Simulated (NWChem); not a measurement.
Species: bicarbonate (CHO₃ anion); SMILES O=C([O-])O

```xyz
5

O     -0.5888    -1.1382     0.0000
C      0.0376     0.1589     0.0000
O      1.2885     0.1119     0.0000
O     -0.7567     1.1062     0.0000
H      0.1640    -1.7427     0.0000
```
Atoms are numbered in this order, from 1.

Results from NWChem. Pople sets run with spherical d functions. Coordinates come from a B3LYP/def2-SVPD optimisation. Static field.

**Question.** Estimate the computed values for BHandHLYP/6-31+G*. Quantities: isotropic polarisability (bohr³); anisotropy (bohr³).

**Answer.** The isotropic polarisability (bohr³) is 27.4 and the anisotropy (bohr³) is 13.0.
